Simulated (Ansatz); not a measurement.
**Question.** Name a neutral molecule of N, O, Si and H with HOMO energy (PBE/def2-TZVPP) between -6.20 and -5.90 eV and zero-point energy (PBE0-D4/def2-TZVP) between 181 and 197 kJ/mol (Ansatz, PBE0-D4/def2-TZVP geometry).

**Answer.** `N[Si](O)(O)O` (-6.06 eV, 184.3 kJ/mol). Other molecules can fit too; these were computed, each in one conformer that needn't be the lowest.
